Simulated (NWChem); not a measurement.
System: AlGeH3Cl2; SMILES [Cl][Al]([Cl])[GeH3]

Input file for NWChem:

```
start job
memory heap 200 mb stack 900 mb global 1100 mb
geometry units angstroms noautoz
  Al     0.002919    -0.582115     0.004542
  Cl     1.775031    -1.710665    -0.011306
  Cl    -1.793790    -1.671720    -0.016508
  Ge     0.008564     1.872009     0.016848
  H     -1.059122     2.411930     0.985130
  H      1.382234     2.424796     0.433378
  H     -0.319509     2.404096    -1.391294
end
basis spherical
  * library 3-21g
end
dft
  xc b3lyp
  iterations 150
  mulliken
end
task dft energy
```

The geometry was optimised at PBE0/def2-SVP.

**Question.** Predict the main results of this run. (B3LYP/3-21G.) Quantities: basis functions; energy (Ha); highest occupied level (eV); orbital gap (eV); dipole (D).

**Answer.** 
```yaml
number_of_basis_functions: 67
energy (Ha): -3226.01
highest occupied level (eV): -8.29
orbital gap (eV): 6.01
dipole (D): 2.65
```
